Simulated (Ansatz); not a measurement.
Ansatz (an electronic-structure program) input (CCSD(T)/aug-cc-pVDZ):

Ansatz 0.2 input:
```yaml
crystal:
  periodic: [false, false, false]
  atoms:
    - {symbol: C, position_ang: [-3.12974761, 0.08927978, 0.27092046]}
    - {symbol: C, position_ang: [-2.04157612, -0.96786760, 0.12100595]}
    - {symbol: Ge, position_ang: [-0.24313871, -0.19839054, 0.00989730]}
    - {symbol: Br, position_ang: [-0.07643299, 1.22829461, -1.81258535]}
    - {symbol: Br, position_ang: [0.24097281, 1.02555622, 1.92098460]}
    - {symbol: Br, position_ang: [1.35614310, -1.86044445, -0.21631607]}
    - {symbol: H, position_ang: [-3.14005605, 0.77362298, -0.57799648]}
    - {symbol: H, position_ang: [-2.99076813, 0.67826747, 1.17804231]}
    - {symbol: H, position_ang: [-4.11015900, -0.38750440, 0.32837909]}
    - {symbol: H, position_ang: [-2.01260225, -1.65448490, 0.96848199]}
    - {symbol: H, position_ang: [-2.16193551, -1.55910042, -0.78809019]}
basis:
  gaussian:
    orbitals: aug-cc-pVDZ
total_charge: -1
magnetization: {spin_polarized: true, initial_magnetization: 1}
correlation: {method: ccsd_t, electrons: outside_noble_gas}
```

End of the output:

```
mean field evaluation 32: about -268609.8998 eV, gradient 1.1e1 eV
mean field evaluation 64: about -268610.7219 eV, gradient 4.0e-2 eV
mean field evaluation 96: about -268610.7658 eV, gradient 3.5e-1 eV
mean field evaluation 128: about -268611.2918 eV, gradient 1.4e-1 eV
mean field evaluation 160: about -268611.2306 eV, gradient 6.1e-1 eV
mean field evaluation 192: about -268606.8189 eV, gradient 2.4e1 eV
mean field evaluation 224: about -268611.2627 eV, gradient 4.2e-1 eV
mean field evaluation 256: about -268610.7881 eV, gradient 4.5e-1 eV
mean field evaluation 288: about -268610.7252 eV, gradient 2.8e-3 eV
mean field evaluation 320: about -268610.3207 eV, gradient 1.2e0 eV
mean field evaluation 352: about -268611.2775 eV, gradient 1.3e0 eV
mean field evaluation 384: about -268611.0567 eV, gradient 4.0e-4 eV
mean field evaluation 416: about -268610.7252 eV, gradient 1.1e-3 eV
mean field evaluation 448: about -268610.4470 eV, gradient 2.8e0 eV
mean field evaluation 480: about -268603.1277 eV, gradient 7.5e0 eV
mean field evaluation 512: about -268611.2951 eV, gradient 2.3e-2 eV
mean field evaluation 544: about -268610.6926 eV, gradient 4.8e-1 eV
mean field evaluation 576: about -268610.2580 eV, gradient 9.9e-1 eV
mean field evaluation 608: about -268610.1528 eV, gradient 1.2e-2 eV
mean field evaluation 640: about -268610.0221 eV, gradient 3.4e-1 eV
mean field -268611.54133151 eV, -9871.2920724909 hartree, gradient 7.3e-6 eV, S^2 0.763042; 23 other end points of the search recorded, 0 dependent functions left out
determinant -268611.54133151 eV, -9871.2920724909 hartree, with singles and doubles -268634.46463056 eV, -9872.1344881932 hartree
determinant -268611.29565175 eV, -9871.2830439264 hartree, with singles and doubles -268634.04079719 eV, -9872.1189126041 hartree
determinant -268611.29020423 eV, -9871.2828437337 hartree, with singles and doubles -268634.32294731 eV, -9872.1292814296 hartree
determinant -268611.05674411 eV, -9871.2742642324 hartree, with singles and doubles -268633.95948383 eV, -9872.1159243930 hartree
determinant -268610.78499764 eV, -9871.2642777337 hartree, with singles and doubles -268633.42345556 eV, -9872.0962257174 hartree
determinant -268610.72520383 eV, -9871.2620803520 hartree, with singles and doubles -268633.29454925 eV, -9872.0914884980 hartree
determinant -268610.42363699 eV, -9871.2509979749 hartree, with singles and doubles -268633.17847150 eV, -9872.0872227195 hartree
determinant -268610.16408856 eV, -9871.2414597460 hartree, with singles and doubles -268632.83974911 eV, -9872.0747749012 hartree
determinant -268610.15294844 eV, -9871.2410503543 hartree, with singles and doubles -268632.87063930 eV, -9872.0759100948 hartree
determinant -268611.54133151 eV, -9871.2920724909 hartree, with singles and doubles -268634.46415755 eV, -9872.1344708102 hartree
determinant -268611.29565175 eV, -9871.2830439264 hartree, with singles and doubles -268634.06686762 eV, -9872.1198706746 hartree
determinant -268611.29020423 eV, -9871.2828437337 hartree, with singles and doubles -268634.30897554 eV, -9872.1287679767 hartree
determinant -268611.05674411 eV, -9871.2742642324 hartree, with singles and doubles -268633.96502513 eV, -9872.1161280323 hartree
determinant -268611.54133151 eV, -9871.2920724909 hartree, with singles and doubles -268634.47310525 eV, -9872.1347996320 hartree
determinant -268611.29565175 eV, -9871.2830439264 hartree, with singles and doubles -268634.42254229 eV, -9872.1329414777 hartree
determinant -268611.29020423 eV, -9871.2828437337 hartree, with singles and doubles -268634.43901485 eV, -9872.1335468329 hartree
determinant -268611.05674411 eV, -9871.2742642324 hartree, with singles and doubles -268634.55280244 eV, -9872.1377284500 hartree
58 core orbitals not correlated
reference -268611.54133151 eV, -9871.2920724909 hartree; 20, 19 occupied and 157, 158 virtual orbitals, 2483 factors
second order -21.32756193 eV of doubles, -0.00000000 eV of singles
coupled cluster: 9.11 GiB planned
cycle   1  -22.93177657 eV  change   -2.8e-6 eV  update   4.4e-6
perturbative correction -0.80677165 eV, -0.0296483112 hartree
Total energy: -268635.27987972 eV, -9872.1644480472 hartree
```

This state (charge -1, doublet) is run at the relaxed geometry of the species with charge 0 and multiplicity 1.
